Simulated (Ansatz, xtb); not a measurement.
**Two structures of BH2I**

Structure a: `BI`, a singlet. Structure b: a triplet given by its coordinates. Both are isolated molecules in the gas phase, relaxed with PBE0-D4/def2-SVP.

a (Å):

```xyz
4

B     0.3279   -0.6645   -1.6843
I    -1.4037   -0.1108   -0.6250
H     0.6982   -1.8044   -1.5967
H     0.8805    0.1803   -2.3362
```

b (Å):

```yaml
atoms:
  - { symbol: B, position_ang: [0.1685, -0.6572, -2.1097] }
  - { symbol: I, position_ang: [-1.2721, -0.2938, -0.5041] }
  - { symbol: H, position_ang: [0.5470, -1.5850, -1.3199] }
  - { symbol: H, position_ang: [1.0595, 0.1367, -2.3085] }
```

Close contacts (Å): B1–I2 2.19, B1–H3 1.28, B1–H4 1.21, I2–H3 2.38.

Q: Which of the two would you expect CCSD(T)/def2-TZVP electronic energies to favour?

A: Structure a; the calculation gives E(b) − E(a) = +353.7 kJ/mol.

How the difference moves with the method:

```csv
level,geometry,E(b) − E(a) (kJ/mol),departure from the last row (kJ/mol),"job, with rough time for the two"
PBE0-D4/def2-SVP,PBE0-D4/def2-SVP,+326.1,−27.6,"optimisation, 31 s"
HF/def2-TZVP,PBE0-D4/def2-SVP,+328.3,−25.4,part of the CCSD(T) run
MP2/def2-TZVP,PBE0-D4/def2-SVP,+368.7,+15.0,part of the CCSD(T) run
CCSD(T)/def2-TZVP,PBE0-D4/def2-SVP,+353.7,,"single point, 20 s"
```

None of the levels shown reverses the order. The largest departure from CCSD(T)/def2-TZVP is that of PBE0-D4/def2-SVP, 27.6 kJ/mol. Levels run at GFN2-xTB geometries aren't shown.

With harmonic frequencies from PBE0-D4/def2-SVP (ideal gas, rigid rotor, one conformer each, 298.15 K, 1 atm): on the last row, ΔE + ΔZPE = +344.1, ΔH = +345.0, ΔG = +339.0 kJ/mol.

Open shells are spin-unrestricted. The correlated steps freeze 5 core orbitals; the filled d shell of I is correlated, in a basis made for valence electrons. Atoms past krypton carry core potentials in the def2 sets and no spin–orbit term is included. ΔG holds the spin degeneracy. Mirror images aren't counted in ΔG. Run with Ansatz 0.2.0; the last row on 2 threads of Arm Neoverse V2 on a shared host.
